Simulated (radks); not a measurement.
Trend from C4+ to Ne4+: ionisation energy by Delta-SCF between NIST ground configurations, and size. Calculated with a radial shooting solver on a logarithmic mesh with Libxc functionals: Dirac Kohn-Sham, PBE, spin-unpolarised, spherical densities, point nucleus; open shells fill j = l - 1/2 first.

species  configuration  configuration of the ion  IE (eV)  NIST (eV)       kind   -e(HOMO) (eV)  outermost  <r> outermost (bohr)  r at 0.001 e/bohr^3 (bohr)
C4+               [He]                       1s1   399.51     392.09     theory  357.73 (1s1/2)      1s1/2                 0.268                        1.06
N4+           [He] 2s1                      [He]   97.107     97.890       exp.  87.572 (2s1/2)      2s1/2                  1.05                        2.16
O4+           [He] 2s2                  [He] 2s1   114.28     113.90       exp.  102.72 (2s1/2)      2s1/2                 0.931                        2.13
F4+       [He] 2s2 2p1                  [He] 2s2   113.67     114.25  semi-emp.  99.350 (2p1/2)      2s1/2                 0.839                        2.07
Ne4+      [He] 2s2 2p2              [He] 2s2 2p1   124.71     126.25       exp.  109.26 (2p1/2)      2s1/2                 0.764                        2.01

Reference values: NIST Atomic Spectra Database (exp. = measured, semi-emp. = semi-empirical, theory = theoretical value adopted there). Spin polarisation and multiplet splitting are left out, so open shells lie too high by an amount that depends on their filling.

Beside tabulated values, note that spin-unpolarised runs miss the spin-polarisation part of the exchange energy of open shells.
